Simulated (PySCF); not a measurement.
PySCF job for InF, SMILES [F][In] (connectivity only; charge and spin as stated), neutral, multiplicity 1, PBE-D3(BJ)/def2-TZVP. Coordinates come from a PBE-D3(BJ)/def2-TZVP optimisation. The def2 effective core potentials stand for the cores of In; spin–orbit coupling is left out.

```python
import numpy as np
from pyscf import gto, scf, dft, df
from pyscf.hessian import thermo

mol = gto.M(
    atom='''
    In    0.00000000    0.00000000   -0.31349402
    F     0.00000000    0.00000000    1.70680076
    ''',
    basis='def2-TZVP',
    ecp={'In': 'def2-tzvp'},
    charge=0,
    spin=0,
    max_memory=1600,
    verbose=3,
)
mf = dft.RKS(mol, xc='pbe').density_fit(auxbasis='def2-universal-jkfit')
mf.disp = 'd3bj'
mf.grids.level = 3
mf.conv_tol = 1e-11
mf.max_cycle = 100
mf.kernel()

# [left out here: the lines that compute and print the analytic Hessian (its translational invariance restored by hand, since the grid's response is missing), thermochemistry and intensities]
```

Log of the run:

```
converged SCF energy = -289.999711807163

WARN: DFTD3 does not support analytical Hessian, using finite difference


WARN: Mole.unit (angstrom) is changed to Bohr

Mode                                 0
Irrep
Freq [cm^-1]                      503.0371
Reduced mass [au]                  21.5519
Force const [Dyne/A]                3.2132
Char temp [K]                     723.7584
Normal mode                   x     y     z
       0  In                 0.00  0.00 -0.04
       1   F                 0.00  0.00  0.21
temperature 298.1500 [K]
pressure 101325.00 [Pa]
Rotational constants [GHz] inf 7.59574 7.59574
Symmetry number 1
Zero-point energy (ZPE) 0.00115 [Eh]   3008.830 [J/mol]
                           tot       elec      trans        rot        vib
Entropy [J/mol/K]       236.612      0.000    169.813     64.077      2.722
Cv [J/mol/K]             25.988      0.000     12.472      8.314      5.202
Cp [J/mol/K]             34.302      0.000     20.786      8.314      5.202
Internal energy [J/mol]                      3718.434   2478.956   3591.344
Internal energy [Eh]   -289.99598  -289.99971
Enthalpy [J/mol]                             6197.391   2478.956   3591.344
Enthalpy [Eh]          -289.99504
Gibbs free energy [J/mol]                  -44432.374 -16625.668   2779.780
Gibbs free energy [Eh] -290.02191
mode   freq/cm-1   IR/(km/mol)
   1      503.04       100.392
max |gradient| / (hartree/bohr): 5.075626482100223e-05
APT charges: [ 0.6509 -0.6509]
```

Self-consistency was reached.

Cost: very roughly 21 core-seconds.
